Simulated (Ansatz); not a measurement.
Pulling on the Pb1–H2 bond in H3NPb (SMILES [NH2][PbH]) (multiplicity 1 held, fragments rigid). Energies count from the point at 1.865 Å.
Geometry at that point (charge 0, multiplicity 1):
```xyz
5

Pb    -0.0569     0.1346     0.1663
H     -0.7454     1.2445    -1.1645
N      0.5644    -1.2798    -1.2998
H      0.4288    -1.1744    -2.2940
H      1.0352    -2.1459    -1.0822
```

Restricted levels (R-, RO-) in cc, def2 and unpolarised 6-31G sets keep to the state of the molecule at rest. U- levels take the lowest unrestricted solution at each point, which mixes spins at long bonds. Active spaces are followed from a long bond inwards. Levels need not reach the same state.

Correlated levels freeze the cores. Filled d and f shells under p-block atoms count as core.

Programs: Ansatz (a quantum-chemistry and plane-wave program) with Gaussian orbitals. Values without a source in brackets are computed. In def2 rows elements past Kr take small-core potentials, without spin–orbit coupling.

Energies in kcal/mol.

| R (Å) | U-PBE/def2-TZVPP | R-r2SCAN/def2-TZVPP | R-SCS-MP2/def2-TZVPP | FIC-MRCISD+Q on CASSCF(2,2)/def2-TZVPP |
|---|---|---|---|---|
| 1.492 | 24.6 | 23.4 | 24.5 | 25.2 |
| 1.678 | 4.9 | 4.2 | 4.4 | 4.8 |
| 1.865 | 0.0 | 0.0 | 0.0 | 0.0 |
| 2.051 | 2.5 | 3.2 | 3.4 | 2.9 |
| 2.238 | 8.4 | 9.8 | 10.5 | 9.3 |
| 2.517 | 19.7 | 22.1 | 23.7 | 21.2 |
| 2.797 | 31.1 | 34.4 | 37.1 | 32.6 |
| 3.263 | 47.0 | 52.0 | 56.4 | 47.3 |
| 3.729 | 55.2 | 64.9 | 70.8 | 55.5 |
| 4.289 | 59.6 | 75.4 | 81.9 | 59.5 |
| 5.035 | 61.1 | 83.4 | 87.3 | 60.8 |
| 5.967 | 61.3 | 88.1 | 82.5 | 61.1 |

Doubts at one or more of the structures used: a spin-contaminated determinant (U-PBE/def2-TZVPP); a restricted determinant that unrestricted orbitals would lower (R-r2SCAN/def2-TZVPP, R-SCS-MP2/def2-TZVPP).
